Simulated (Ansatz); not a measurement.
A nudged elastic band was laid between two geometries of CH$_{9}$OSbSi$_{2}$ (14 atoms, charge 0, multiplicity 1).

The calculation used Ansatz 0.2.0, RKS PBE0/def2-SVP.

```yaml
movable_images: 7
climbing_image: yes
spring: 5.0 eV/Å²
optimiser: quadratic models (default)
start_path: IDPP
force_threshold: 0.05 eV/Å
iteration_limit: 51
end_points: relaxed
```

Image 0:

```xyz
14
Properties=species:S:1:pos:R:3
O -2.263 1.500 0.493
Sb -1.330 -0.218 0.983
Si 0.767 1.153 1.646
C -0.676 -0.628 -1.056
Si 0.978 -1.495 -1.247
H -3.182 1.452 0.783
H 1.902 0.267 2.051
H 0.388 2.003 2.816
H 1.199 2.029 0.515
H -0.657 0.358 -1.549
H -1.472 -1.227 -1.527
H 1.019 -2.737 -0.411
H 2.088 -0.600 -0.798
H 1.227 -1.886 -2.670
```

Image 8:

```xyz
14
Properties=species:S:1:pos:R:3
O -2.258 1.541 0.395
Sb -1.050 0.193 1.282
Si 0.972 1.741 0.802
C -0.816 -1.021 -0.513
Si 0.846 -1.862 -0.746
H -3.086 1.592 0.887
H 2.264 1.112 1.222
H 0.771 2.988 1.601
H 1.036 2.085 -0.651
H -1.023 -0.332 -1.349
H -1.619 -1.775 -0.489
H 0.817 -2.816 -1.899
H 1.223 -2.631 0.483
H 1.912 -0.844 -0.997
```

Q: What changes between the two ends?

A: No bond is made or broken. The dihedral Sb2–C4–Si5–H14 goes from 172 to -68°. The two ends are copies of one structure, up to a mirror image or an exchange of like atoms.

Q: What energy profile does the band end with?

A: The forces met the threshold. The highest image is number 4 of 0 to 8, 1.5 kcal/mol above the ends, which have the same energy within 2 meV. A vibrational analysis at the climbing image gives one clearly imaginary mode, 126i cm⁻¹: a first-order saddle point.

```csv
image,path coordinate (Å),energy (kcal/mol),dihedral Sb2–C4–Si5–H14 (°)
0,0.00,0.0,172
1,0.61,0.2,-174
2,1.22,0.6,-160
3,1.83,1.2,-145
4,2.44,1.5,-129
5,3.04,1.3,-113
6,3.63,0.7,-97
7,4.22,0.2,-82
8,4.81,0.0,-68
```

Q: What is the geometry of the highest image?

A: 
```xyz
14
Properties=species:S:1:pos:R:3
O -2.302 1.433 0.519
Sb -1.094 -0.001 1.258
Si 0.894 1.651 1.087
C -0.755 -0.923 -0.688
Si 0.904 -1.777 -0.963
H -3.149 1.405 0.980
H 2.184 1.022 1.508
H 0.605 2.795 2.005
H 1.028 2.158 -0.313
H -0.890 -0.096 -1.403
H -1.580 -1.636 -0.847
H 0.733 -3.260 -1.055
H 1.856 -1.510 0.164
H 1.551 -1.292 -2.221
```

Q: What are the harmonic wavenumbers there?

A: 126i, 3i, 86, 104, 120, 139, 147, 209, 307, 453, 487, 494, 541, 591, 691, 722, 739, 851, 909, 927, 934, 936, 946, 951, 978, 1029, 1383, 2206, 2217, 2227, 2230, 2233, 2238, 3088, 3163, 3883 cm⁻¹.

The band took 5 iterations and roughly 9 core-minutes.

The run took 4.5 min on 2 threads of Arm Neoverse V1 (shared host), peak memory 0.41 GiB.
